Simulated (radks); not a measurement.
Values are calculated unless marked as measured or tabulated.
Initial-state core-level shifts of the aluminium ion Al+ when its valence configuration changes from [Ne] 3s2. Code: a radial shooting solver on a logarithmic mesh with Libxc functionals. Model: scalar-relativistic Kohn-Sham, LDA (Slater exchange, Perdew-Wang correlation), spin-polarised, spherical densities, finite nucleus; open shells are filled with parallel spins first; Fermi nuclear charge, rms radius 3.061 fm. Shifts are changes of the shell-averaged eigenvalues in eV (positive: less bound); the change of the density at the nucleus, which sets a Mossbauer isomer shift, is in e/bohr^3, on a base of 1492.

valence          1s      2s      2p  density at nucleus
3s1 3p1      -1.396  -1.411  -1.387             -3.4692
3s1.5 3p0.5  -0.796  -0.790  -0.780             -1.7101
3s0.5 3p1.5  -2.213  -2.217  -2.184             -5.3374
3p2          -3.012  -3.007  -2.963             -7.2500
